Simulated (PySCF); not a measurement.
C4H9F, SMILES C(F)CCC. The structure is a stationary point at r2SCAN-D4/def2-SVP. Other conformers were not sampled.

**Question.** Give the equilibrium geometry at r2SCAN-D4/def2-SVP (PySCF confirms it by a frequency run) as bond lengths and angles. (An estimate is asked for; the answer gives what the named calculation found.)

**Answer.** One answer among several that fit: 
Atoms: C1 C2 C3 C4 F5 H6 H7 H8 H9 H10 H11 H12 H13 H14. Bonded distances (Å): C1–C2 1.523, C1–H6 1.103, C1–H7 1.103, C1–H8 1.101, C2–C3 1.527, C2–H9 1.103, C2–H10 1.106, C3–C4 1.512, C3–H11 1.106, C3–H12 1.106, C4–F5 1.387, C4–H13 1.105, C4–H14 1.106. Angles (°): C2–C1–H6 111.4, C2–C1–H7 111.1, C2–C1–H8 111.6, H6–C1–H7 107.4, H6–C1–H8 107.6, H7–C1–H8 107.6, C1–C2–C3 113.1, C1–C2–H9 110.2, C1–C2–H10 109.9, C3–C2–H9 108.3, C3–C2–H10 109.1, H9–C2–H10 106.0, C2–C3–C4 113.2, C2–C3–H11 109.8, C2–C3–H12 110.4, C4–C3–H11 108.6, C4–C3–H12 108.2, H11–C3–H12 106.3, C3–C4–F5 110.0, C3–C4–H13 111.4, C3–C4–H14 111.0, F5–C4–H13 108.1, F5–C4–H14 107.8, H13–C4–H14 108.4.
